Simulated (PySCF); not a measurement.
One molecule, one basis, several functionals.

C₃H₆NPSi.
InChI=1S/C3H6NPSi/c1-3(2-4)6-5/h1,5-6H2

Torsions of this conformer, `[CH2:1]=[C:2]([C:3]#[N:4])[SiH2:5][PH2:6]`: C1–C2–Si5–P6 115°, H–P6–Si5–C2 161°, H–P6–Si5–C2 67°.

PySCF, pcSseg-1 basis, density fitting, gas phase, PBE0-D3(BJ)/def2-SVP geometry. One functional is left out:

```json
{"functional": "B97-D", "exact exchange (%)": "0", "HOMO energy (eV)": "-6.71", "LUMO energy (eV)": "-2.78", "dipole moment (D)": "3.512"}
{"functional": "BLYP", "exact exchange (%)": "0", "HOMO energy (eV)": "-6.58", "LUMO energy (eV)": "-2.71", "dipole moment (D)": "3.469"}
{"functional": "BP86", "exact exchange (%)": "0", "HOMO energy (eV)": "-6.86", "LUMO energy (eV)": "-2.99", "dipole moment (D)": "3.495"}
{"functional": "LDA", "exact exchange (%)": "0", "HOMO energy (eV)": "-6.84", "LUMO energy (eV)": "-3.13", "dipole moment (D)": "3.515"}
{"functional": "OPBE", "exact exchange (%)": "0", "HOMO energy (eV)": "-6.75", "LUMO energy (eV)": "-2.81", "dipole moment (D)": "3.438"}
{"functional": "PBE", "exact exchange (%)": "0", "HOMO energy (eV)": "-6.75", "LUMO energy (eV)": "-2.89", "dipole moment (D)": "3.450"}
{"functional": "B3LYP", "exact exchange (%)": "20", "HOMO energy (eV)": "-7.62", "LUMO energy (eV)": "-2.14", "dipole moment (D)": "3.620"}
{"functional": "B97-2", "exact exchange (%)": "21", "HOMO energy (eV)": "-7.62", "LUMO energy (eV)": "-2.01", "dipole moment (D)": "3.635"}
{"functional": "mPW1PW91", "exact exchange (%)": "25", "HOMO energy (eV)": "-7.88", "LUMO energy (eV)": "-1.98", "dipole moment (D)": "3.661"}
{"functional": "BHandHLYP", "exact exchange (%)": "50", "HOMO energy (eV)": "-8.80", "LUMO energy (eV)": "-0.86", "dipole moment (D)": "3.816"}
```

Problem. Predict the row of PBE0 (25 % exact exchange) by straight lines through the other rows, and check it.

Solution. 
```
         property   line  computed  computed − line  mPW1PW91 (25 %), for comparison
 HOMO energy (eV)  -7.80     -7.85            -0.05                            -7.88
 LUMO energy (eV)  -1.90     -1.97            -0.07                            -1.98
dipole moment (D)  3.653     3.636           -0.017                            3.661
```

Problem. Which of these properties follows the share of exact exchange most closely, and which least?

Solution. Most closely the HOMO energy, least the dipole moment; the correlations over the tabulated rows are HOMO energy -0.993, LUMO energy 0.985, dipole moment 0.978. The HOMO energy moves by -0.418 eV for every 10 %. Functionals with the same share still differ in their other parts: at 0 % BLYP and BP86 differ by 0.28 eV in it.
